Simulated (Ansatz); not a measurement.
Geometry optimisation, Ansatz, RKS PBE0-D4/STO-3G.

The input (input.yaml):

```yaml
crystal:
  periodic: [false, false, false]
  atoms:
    - { symbol: O, position_ang: [-1.1252, 1.871, 0.9315] }
    - { symbol: Si, position_ang: [0.0841, 0.7072, 0.9438] }
    - { symbol: Si, position_ang: [-0.1291, -0.6849, -0.9496] }
    - { symbol: O, position_ang: [1.0741, -1.8713, -0.8998] }
    - { symbol: H, position_ang: [-0.8502, 2.7216, 0.5669] }
    - { symbol: H, position_ang: [-0.0657, -0.0589, 2.1939] }
    - { symbol: H, position_ang: [1.3838, 1.4304, 0.9428] }
    - { symbol: H, position_ang: [-1.3984, -1.3964, -0.9352] }
    - { symbol: H, position_ang: [0.0603, 0.0714, -2.1743] }
    - { symbol: H, position_ang: [1.46768, -2.09381, -1.75398] }
basis:
  gaussian: { orbitals: STO-3G }
hamiltonian:
  xc: pbe0
  dispersion: d4
relax:
  f_tol: 0.015
  max_steps: 40
```

Run as:

```bash
$ ansatz run input.yaml --threads 1 --pin off --max-ram 2048MiB --backend cpu --events-out ev --progress --plain --runs-dir out
```

Q: Where does it end, and by what steps?

A: The run converged. The force dipped under the threshold on the way, but the program's further checks kept it going. Limits of this set-up: minimal basis. After 15 steps the energy has fallen by 0.525 eV; O4 moved furthest, 0.40 Å.

| step | energy less start (eV) | largest force component (eV/Å) | accepted |
| --- | --- | --- | --- |
| 0 | 0.0000 | 3.204 | yes |
| 1 | -0.3718 | 0.932 | yes |
| 2 | -0.4526 | 0.850 | yes |
| 3 | -0.5065 | 0.344 | yes |
| 4 | -0.5203 | 0.069 | yes |
| 5 | -0.5230 | 0.028 | yes |
| 6 | -0.5235 | 0.005 | yes |
| 7 | -0.5237 | 0.012 | yes |
| 8 | -0.5239 | 0.023 | yes |
| 9 | -0.5242 | 0.046 | yes |
| 10 | -0.5244 | 0.041 | yes |
| 11 | -0.5246 | 0.025 | yes |
| 12 | -0.5247 | 0.022 | yes |
| 13 | -0.5248 | 0.023 | yes |
| 14 | -0.5249 | 0.019 | yes |
| 15 | -0.5249 | 0.009 | yes |

```xyz
10
Properties=species:S:1:pos:R:3
O -1.074 1.967 1.000
Si 0.076 0.684 0.962
Si -0.067 -0.618 -0.884
O 1.360 -1.589 -0.936
H -0.800 2.556 0.217
H -0.203 -0.085 2.152
H 1.426 1.207 1.073
H -1.256 -1.452 -0.866
H -0.178 0.189 -2.087
H 1.217 -2.164 -1.763
```

Time of the run: 16 s on 1 thread of Intel(R) Xeon(R) 6975P-C (Granite Rapids), on a shared host, peak memory 0.14 GiB.
